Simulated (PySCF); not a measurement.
A geometry optimisation, step by step.

Species: C₃H₅F₃O.
Numbering: `[F:1][CH2:2][O:3][C@H:4]([F:5])[CH2:6][F:7]` (hydrogens: H8, H9 on C2; H10 on C4; H11, H12 on C6)

Method: PBE0-D3(BJ)/def2-SVP geometry optimisation, gas phase in PySCF 2.14.0; density fitting, grid level 1; the optimiser is geomeTRIC in internal coordinates, started from a GFN2-xTB structure with every atom displaced at random (about 0.01 Å). The frame can shift and turn from step to step; on so coarse a grid that alone can change the energy by a few meV, and forces under 0.02 eV/Å are noise.

Step 0: E = -13365.9605 eV, largest atomic force 2.045 eV/Å
```
atom  x, y, z in Å  |  force x, y, z in eV/Å
F1     -2.282    0.378   -0.667   -0.369  -0.003  -0.450
C2     -1.777    0.422    0.588    0.085  -0.173  -0.199
O3     -0.424    0.620    0.530    1.407  -0.271  -0.131
C4      0.361   -0.422    0.002   -1.921  -0.426   0.557
F5      0.306   -1.491    0.882    0.345   0.364  -0.044
C6      1.774    0.017   -0.192    0.543  -0.036  -0.153
F7      1.931    0.608   -1.406   -0.163   0.251  -0.309
H8     -2.184    1.292    1.110   -0.161   0.156   0.192
H9     -2.050   -0.520    1.086    0.061  -0.111   0.154
H10    -0.104   -0.805   -0.925    0.257   0.233  -0.129
H11     2.051    0.735    0.587    0.068   0.041   0.295
H12     2.438   -0.863   -0.161   -0.151  -0.026   0.218
```

Step 1: E = -13366.0424 eV, largest atomic force 0.774 eV/Å
```
atom  x, y, z in Å  |  force x, y, z in eV/Å
F1     -2.169    0.651   -0.901    0.072   0.037   0.125
C2     -1.657    0.779    0.358   -0.135  -0.055   0.030
O3     -0.275    0.749    0.330   -0.436   0.032   0.098
C4      0.249   -0.510    0.135    0.654   0.396  -0.122
F5      0.066   -1.272    1.254   -0.035  -0.086   0.045
C6      1.740   -0.336   -0.098   -0.313  -0.116  -0.024
F7      1.946    0.152   -1.355    0.052  -0.052   0.042
H8     -1.963    1.751    0.778    0.100  -0.053  -0.083
H9     -2.051   -0.053    0.975    0.006   0.112  -0.086
H10    -0.231   -1.005   -0.723   -0.077  -0.170   0.010
H11     2.125    0.377    0.648    0.043  -0.013   0.038
H12     2.235   -1.311    0.026    0.069  -0.032  -0.073
```

Step 2: E = -13366.0572 eV, largest atomic force 0.200 eV/Å
```
atom  x, y, z in Å  |  force x, y, z in eV/Å
F1     -2.163    0.672   -0.912   -0.003  -0.026   0.037
C2     -1.679    0.778    0.358    0.055   0.036  -0.109
O3     -0.298    0.749    0.354    0.063  -0.135   0.072
C4      0.264   -0.498    0.149   -0.021   0.124  -0.156
F5      0.095   -1.272    1.265    0.019  -0.022   0.121
C6      1.748   -0.339   -0.104   -0.136   0.051   0.021
F7      1.950    0.147   -1.361    0.007   0.025  -0.010
H8     -1.973    1.754    0.772    0.009   0.008   0.012
H9     -2.100   -0.047    0.958    0.018  -0.018  -0.009
H10    -0.226   -1.014   -0.696   -0.005  -0.026  -0.003
H11     2.157    0.363    0.641    0.038  -0.011   0.019
H12     2.241   -1.320    0.001   -0.044  -0.005   0.003
```

Step 3: E = -13366.0605 eV, largest atomic force 0.114 eV/Å
```
atom  x, y, z in Å  |  force x, y, z in eV/Å
F1     -2.144    0.677   -0.921   -0.006   0.000   0.002
C2     -1.675    0.779    0.354    0.019   0.017  -0.055
O3     -0.295    0.746    0.369    0.051  -0.057   0.020
C4      0.263   -0.498    0.158   -0.061   0.068  -0.069
F5      0.110   -1.270    1.281    0.011  -0.013   0.051
C6      1.740   -0.337   -0.107    0.015  -0.002  -0.001
F7      1.934    0.157   -1.363   -0.005   0.023  -0.003
H8     -1.970    1.753    0.770   -0.018   0.011   0.006
H9     -2.103   -0.050    0.942   -0.007  -0.017   0.021
H10    -0.235   -1.018   -0.681    0.004  -0.007   0.028
H11     2.164    0.355    0.639    0.002  -0.021   0.004
H12     2.226   -1.322   -0.014   -0.004  -0.003  -0.004
```

Step 4: E = -13366.0619 eV, largest atomic force 0.064 eV/Å
```
atom  x, y, z in Å  |  force x, y, z in eV/Å
F1     -2.122    0.686   -0.931    0.002   0.006  -0.011
C2     -1.671    0.783    0.350   -0.018  -0.005   0.001
O3     -0.292    0.743    0.386    0.011   0.020  -0.008
C4      0.263   -0.499    0.171   -0.046  -0.011   0.009
F5      0.128   -1.268    1.300    0.006   0.013  -0.012
C6      1.735   -0.340   -0.115    0.062  -0.011  -0.011
F7      1.913    0.173   -1.365   -0.009   0.003   0.009
H8     -1.971    1.756    0.765   -0.002   0.001   0.002
H9     -2.110   -0.048    0.929   -0.006   0.003   0.014
H10    -0.248   -1.023   -0.658    0.001  -0.009   0.020
H11     2.175    0.338    0.635   -0.009  -0.013   0.006
H12     2.215   -1.329   -0.041    0.008   0.002  -0.019
```

Step 5: E = -13366.0624 eV, largest atomic force 0.064 eV/Å
```
atom  x, y, z in Å  |  force x, y, z in eV/Å
F1     -2.109    0.693   -0.935    0.000   0.003  -0.004
C2     -1.668    0.788    0.349   -0.015  -0.002   0.020
O3     -0.289    0.742    0.397   -0.007   0.036  -0.021
C4      0.261   -0.500    0.180   -0.004  -0.046   0.045
F5      0.142   -1.266    1.315   -0.002   0.022  -0.030
C6      1.731   -0.345   -0.123    0.038  -0.005  -0.013
F7      1.895    0.186   -1.368   -0.004  -0.001   0.008
H8     -1.967    1.762    0.763    0.001  -0.001   0.000
H9     -2.115   -0.041    0.926   -0.002   0.007   0.001
H10    -0.259   -1.028   -0.639   -0.001  -0.005   0.007
H11     2.184    0.320    0.632   -0.008  -0.006   0.005
H12     2.209   -1.337   -0.070    0.005  -0.001  -0.018
```

Step 6: E = -13366.0626 eV, largest atomic force 0.063 eV/Å
```
atom  x, y, z in Å  |  force x, y, z in eV/Å
F1     -2.104    0.698   -0.932    0.001   0.003  -0.002
C2     -1.664    0.795    0.353   -0.002  -0.008   0.026
O3     -0.285    0.742    0.402   -0.017   0.031  -0.023
C4      0.260   -0.503    0.185    0.018  -0.044   0.040
F5      0.151   -1.263    1.325   -0.004   0.019  -0.027
C6      1.728   -0.353   -0.133   -0.002   0.005  -0.004
F7      1.880    0.197   -1.370    0.000  -0.004   0.006
H8     -1.958    1.772    0.763    0.007   0.000  -0.001
H9     -2.117   -0.029    0.932    0.003   0.006  -0.003
H10    -0.271   -1.034   -0.624   -0.003  -0.003  -0.004
H11     2.192    0.297    0.628    0.000  -0.003   0.002
H12     2.203   -1.347   -0.102    0.000  -0.003  -0.010
```

Step 7: E = -13366.0627 eV, largest atomic force 0.031 eV/Å
```
atom  x, y, z in Å  |  force x, y, z in eV/Å
F1     -2.108    0.701   -0.922   -0.002  -0.001   0.001
C2     -1.659    0.803    0.359    0.011   0.002   0.018
O3     -0.280    0.744    0.400   -0.013   0.008  -0.015
C4      0.258   -0.506    0.186    0.023  -0.015   0.014
F5      0.154   -1.259    1.329   -0.004   0.004  -0.005
C6      1.726   -0.361   -0.142   -0.024   0.007   0.002
F7      1.872    0.204   -1.373    0.003  -0.001   0.000
H8     -1.945    1.784    0.765    0.003   0.001   0.000
H9     -2.113   -0.015    0.947    0.004   0.002  -0.006
H10    -0.281   -1.038   -0.618   -0.002   0.000  -0.008
H11     2.197    0.276    0.625    0.004  -0.001   0.000
H12     2.195   -1.358   -0.129   -0.003  -0.004  -0.001
```

Step 8: E = -13366.0628 eV, largest atomic force 0.023 eV/Å
```
atom  x, y, z in Å  |  force x, y, z in eV/Å
F1     -2.117    0.703   -0.909   -0.001   0.001  -0.002
C2     -1.654    0.811    0.367    0.011  -0.003   0.008
O3     -0.275    0.746    0.393   -0.002  -0.007  -0.004
C4      0.256   -0.507    0.182    0.010   0.013  -0.013
F5      0.151   -1.256    1.327   -0.002  -0.008   0.011
C6      1.723   -0.370   -0.149   -0.022   0.004   0.006
F7      1.870    0.205   -1.375    0.002   0.000  -0.003
H8     -1.932    1.796    0.769    0.003   0.002   0.001
H9     -2.104   -0.002    0.964    0.002   0.000  -0.001
H10    -0.289   -1.039   -0.618    0.000   0.002  -0.005
H11     2.201    0.257    0.622    0.005  -0.001  -0.002
H12     2.186   -1.371   -0.146   -0.004  -0.003   0.004
```

**Question.** Summarise the path.

**Answer.** The energy falls by 0.1023 eV from step 0 to step 8; nine tenths of that is first reached at step 2. It falls at every step. The largest force goes from 2.045 to 0.023 eV/Å. Among the bonds O3–C4 changes most, from 1.407 to 1.378 Å; the atoms move by 0.165 Å rms after alignment.

**Question.** Follow the three bonds and two angles with the largest change from start to end.

**Answer.** 
| step | E above end (eV) | largest force (eV/Å) | O3–C4 (Å) | C4–C6 (Å) | C4–F5 (Å) | F5–C4–H10 (°) | F5–C4–C6 (°) |
| --- | --- | --- | --- | --- | --- | --- | --- |
| 0 | 0.1023 | 2.045 | 1.407 | 1.493 | 1.386 | 104.4 | 110.3 |
| 1 | 0.0203 | 0.774 | 1.378 | 1.519 | 1.366 | 109.2 | 108.7 |
| 2 | 0.0055 | 0.200 | 1.383 | 1.514 | 1.368 | 107.8 | 108.5 |
| 3 | 0.0023 | 0.114 | 1.380 | 1.509 | 1.371 | 107.8 | 108.3 |
| 4 | 0.0009 | 0.064 | 1.377 | 1.508 | 1.373 | 107.8 | 108.1 |
| 5 | 0.0004 | 0.064 | 1.376 | 1.509 | 1.374 | 107.8 | 107.9 |
| 6 | 0.0002 | 0.063 | 1.376 | 1.510 | 1.374 | 107.7 | 107.9 |
| 7 | 0.0001 | 0.031 | 1.377 | 1.510 | 1.373 | 107.7 | 107.9 |
| 8 | 0.0000 | 0.023 | 1.378 | 1.510 | 1.372 | 107.7 | 107.9 |

What follows is the cost of the whole optimisation. The run took 51 s of wall time on one thread, Arm Neoverse V1 (aarch64) (shared host), and the process peaked at 0.51 GiB of memory.
